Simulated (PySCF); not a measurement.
Excitation energy of Mo⁺ by level of theory

Mo⁺ [Kr] 4d5 (6S) → Mo⁺ [Kr] 4d4 5s1 (6D), as a difference of total energies. All numbers are calculated (PySCF 2.14, the spin-free X2C one-electron Hamiltonian (Gaussian nucleus), in x2c-TZVPPall (8s6p6d2f1g, 79 functions)). Correlated levels: valence: [Kr] frozen. The calculations carry no spin-orbit coupling.

```tsv
method	excitation energy (eV)	error (eV)
UHF	1.412	-0.175
MP2 (valence)	1.629	+0.042
SCS-MP2 (valence)	1.485	-0.102
CCSD (valence)	1.625	+0.038
CCSD(T) (valence)	1.630	+0.043
```

Reference: 1.587 eV (measured; NIST levels, between the centres of gravity of the two terms).

Errors of the correlated levels include the incompleteness of this basis and the frozen core.

The basis was made for the ground configuration and has no added diffuse functions, so the excitation energy can come out too high.
